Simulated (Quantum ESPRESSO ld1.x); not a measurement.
Mn+, 24 electrons, occupied as [Ar] 3d3 4s1 4p2 (not the ground configuration).

All-electron calculation, non-relativistic Kohn-Sham, BLYP, spin-unpolarised, spherical densities, point nucleus. Program: ld1.x of Quantum ESPRESSO 7.5.

Energy parts (eV):
total: -31282.2
kinetic: 31259.3
electron-nucleus: -73777.0
Hartree: 12622.2
exchange-correlation: -1386.8

Orbitals (lengths in bohr, moments of r in powers of bohr; r(max) is where P^2 peaks):
| orbital | occ. | eigenvalue (eV) | <r^2> | r(max) |
|---|---|---|---|---|
| 1s | 2 | -6401.58 | 0.005083 | 0.04053 |
| 2s | 2 | -760.125 | 0.09420 | 0.2353 |
| 2p | 6 | -655.497 | 0.07576 | 0.1895 |
| 3s | 2 | -108.223 | 0.8195 | 0.7369 |
| 3p | 6 | -77.9766 | 0.9071 | 0.7447 |
| 3d | 3 | -29.1951 | 1.262 | 0.7194 |
| 4s | 1 | -16.3558 | 6.981 | 2.156 |
| 4p | 2 | -10.4908 | 10.01 | 2.512 |

The highest occupied level is 4p at -10.491 eV. The density falls to 0.001 e/bohr^3 at r = 4.51 bohr.
